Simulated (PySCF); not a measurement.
**C₆ coefficients of unlike pairs at PBE**

Calculated with PySCF 2.14 from the dipole response of each species, C₆(A,B) = (3/π) ∫ α_A(iu) α_B(iu) du, in atomic units, from isotropic polarisabilities. For ions this is the dispersion term alone; charge-induced terms of lower order in 1/R come first.

```tsv
species	configuration	basis	relativity	α (bohr³)	C₆ (like pair)
In³⁺	[Kr] 4d10 (1S)	aug-cc-pwCVTZ-DK3 with one added diffuse shell each of s, p, d, f type (11s10p8d5f1g)	spin-free X2C	3.494	15.37
B²⁺	[He] 2s1 (2S)	aug-cc-pVTZ with one added diffuse shell each of s, p, d, f type (6s5p4d3f)	none	6.970	9.257
Au⁺	[Xe] 4f14 5d10 (1S)	aug-cc-pwCVTZ-PP with ECP60MDF (8s8p7d4f3g)	core potential	14.12	105.5
Tc³⁺	[Kr] 4d4 (5D)	aug-cc-pwCVDZ-PP with ECP28MDF (6s6p5d3f)	core potential	5.586	25.25
```

Task: Estimate C₆ for Tc³⁺ with B²⁺.

Result: The integral gives 12.26. The combination rule 2 C_A C_B / (C_A α_B/α_A + C_B α_A/α_B) gives 12.01 and the geometric mean 15.29.

No spin-orbit coupling is included.

The other pairs:

| pair | C₆ |
| --- | --- |
| B²⁺, In³⁺ | 8.405 |
| Au⁺, In³⁺ | 38.14 |
| Tc³⁺, In³⁺ | 19.34 |
| Au⁺, B²⁺ | 27.46 |
| Tc³⁺, Au⁺ | 51.03 |
